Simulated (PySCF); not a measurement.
Cl5Sb. Atoms are numbered in the order given.

```xyz
6

Sb     0.0000     0.0000     0.0000
Cl    -2.3657     0.0000     0.0000
Cl     0.0000     0.0000    -2.3889
Cl     0.0000     0.0000     2.3889
Cl     1.1829     2.0488     0.0000
Cl     1.1829    -2.0488     0.0000
```

Geometry: PBE-D3(BJ)/def2-SVP. The isomer is the one that the SMILES or the coordinates give; other isomers of the formula were not compared. The def2 effective core potentials stand for the cores of Sb; spin–orbit coupling is left out.

Computed with PBE-D3(BJ)/def2-SVP (PySCF).

Frequencies are harmonic and unscaled.

Modes within 1.5 cm⁻¹ of each other (mostly degenerate sets) share a row, with their intensities summed.

| mode | ν (cm⁻¹) | IR (km/mol) | moving atoms (share of kinetic energy) |
|---|---|---|---|
| 1–2 | 51 | 0.0 | Cl 99 % |
| 3–4 | 151 | 18.6 | Cl 73 %, Sb 27 % |
| 5–6 | 157 | 0.0 | Cl 100 % |
| 7 | 165 | 14.6 | Cl 76 %, Sb 24 % |
| 8 | 304 | 0.0 | Cl 100 % |
| 9 | 328 | 0.0 | Cl 100 % |
| 10 | 371 | 81.0 | Cl 65 %, Sb 35 % |
| 11–12 | 374 | 121.3 | Cl 69 %, Sb 31 % |
